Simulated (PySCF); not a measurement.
Vertical excitations of a molecule C2H7ClSi from PySCF 2.14.0 with TDDFT-ωB97X/def2-SVPD, as energy in eV (oscillator strength): 8.16 (0.022), 8.22 (0.011), 8.79 (0.135), 8.86 (0.039), 9.08 (0.048), 9.26 (0.029), 9.44 (0.030), 9.46 (0.111), 9.71 (0.010), 9.86 (0.169). Lowest triplet (TDA): 7.75 eV. Geometry: r2SCAN-D4/def2-SVP. One conformer was computed; it need not be the lowest.

Q: Which structure fits?
(A) C[SiH](C)Cl
(B) CC[SiH2]Cl
(C) [SiH3]CCCl

A: A, C[SiH](C)Cl
